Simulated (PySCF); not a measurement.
A GIAO shielding run with PySCF 2.14.0 with density-fitted response routines (density fitting, non-relativistic, gas phase) on `InChI=1S/C6H11FSi/c1-2-5-3-4-6(7)8-5/h3-6H,2,8H2,1H3/t5-,6+/m1/s1`:

```
$ OMP_NUM_THREADS=1 python probes_run.py task.json out

{"job": {"kind": "nmr", "xc": "PBE0", "basis": "pcSseg-1"}, "charge": 0, "multiplicity": 1}
C      2.576555    -0.570949    -0.035477
C      1.445799     0.435797    -0.219295
C      0.239685     0.163102     0.692991
C     -0.443901    -1.130424     0.344958
C     -1.676280    -1.112625    -0.134450
C     -2.355598     0.212205    -0.304344
F     -3.607465     0.195217     0.310597
Si    -1.150373     1.471527     0.514795
H      2.267556    -1.566785    -0.342712
H      2.886825    -0.610409     1.007106
H      3.437121    -0.284083    -0.636384
H      1.825108     1.436644    -0.000349
H      1.117263     0.426569    -1.261054
H      0.618954     0.091319     1.717994
H      0.096517    -2.055032     0.486843
H     -2.228656    -2.003982    -0.392018
H     -2.572530     0.403454    -1.363009
H     -0.806241     2.563479    -0.396931
H     -1.680146     1.944228     1.790652
```

Hardware: 1 thread of an AMD EPYC, shared host. The job also computes population analyses, field gradients, ring-centre shieldings.

Problem. How large is the calculation?

Solution. 70 electrons, 198 basis functions and 1046 auxiliary functions.

Problem. How long does it take, and how much memory does it need?

Solution. 110 s of wall time, with 14 SCF cycles and 5 response iterations; peak memory 0.82 GiB. Times on a shared host scatter by some tens of per cent.
